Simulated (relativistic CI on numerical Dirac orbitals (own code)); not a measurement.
## Al XIII: sensitivity of the levels to the model

Base calculation: Dirac-Coulomb-Breit CI, orbitals from a KLI potential per configuration, model QED.

CI space: 1s, 2s, 2p, 3s, 3p, 3d, 4s, 4p, 4d, 4f, 5s, 5p, 5d, 5f, 5g, 6s, 6p, 6d. Levels of other configurations are missing.

Variants: (1) QED terms removed; (2) non-relativistic limit. Shifts of the energy above 1s 2S_1/2, in eV, for the lowest level and the first level of each name with at least 55 % of one term (blank where a level changes its place among those of its configuration and J or its character, or is not in the variant):

| Level | Base | Δ(1) | Δ(2) |
| --- | --- | --- | --- |
| 1s 2S_1/2 | 0.00 | 0.00 | 0.00 |
| 2p 2P°_1/2 | 1727.69 | +0.37 | -3.20 |
| 2s 2S_1/2 | 1727.74 | +0.32 | -3.25 |
| 2p 2P°_3/2 | 1728.99 | +0.37 | -4.50 |
| 3p 2P°_1/2 | 2048.08 | +0.37 | -4.25 |
| 3s 2S_1/2 | 2048.10 | +0.36 | -4.26 |
| 3d 2D_3/2 | 2048.47 | +0.37 | -4.63 |
| 3p 2P°_3/2 | 2048.47 | +0.37 | -4.64 |
| 3d 2D_5/2 | 2048.60 | +0.37 | -4.76 |
| 4p 2P°_1/2 | 2160.17 | +0.37 | -4.56 |
| 4s 2S_1/2 | 2160.18 | +0.36 | -4.57 |
| 4d 2D_3/2 | 2160.33 | +0.37 | -4.73 |
| 4p 2P°_3/2 | 2160.33 | +0.37 | -4.73 |
| 4f 2F°_5/2 | 2160.39 | +0.37 | -4.78 |
